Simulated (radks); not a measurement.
All-electron atom: Ni4+ in [Ar] 3d6. Method: scalar-relativistic Kohn-Sham, r2SCAN, spin-polarised, spherical densities, finite nucleus; open shells are filled with parallel spins first; meta-GGA in the generalised Kohn-Sham scheme; Fermi nuclear charge, rms radius 3.7757 fm; computed with a radial shooting solver on a logarithmic mesh with Libxc functionals.

Unscreened Slater integrals over Kohn-Sham orbitals (cm^-1). They are taken over the spin-up orbitals.

F0(3d,3d): 242940
F2(3d,3d): 115620
F4(3d,3d): 72595
F0(3d,3p): 251440
F2(3d,3p): 121090
G1(3d,3p): 148660
G3(3d,3p): 91374
F0(3d,3s): 255840
G2(3d,3s): 113910
F0(3p,3p): 262530
F2(3p,3p): 131990
F0(3p,3s): 267090
G1(3p,3s): 177330
F0(3s,3s): 272090

Derived for the open shells (J is the average intra-shell exchange parameter used in DFT+U). 3d: Racah B = F2/49 - 5 F4/441 = 1537 cm^-1, C = 35 F4/441 = 5762 cm^-1, C/B = 3.75, F4/F2 = 0.628, J = (F2 + F4)/14 = 13440 cm^-1.
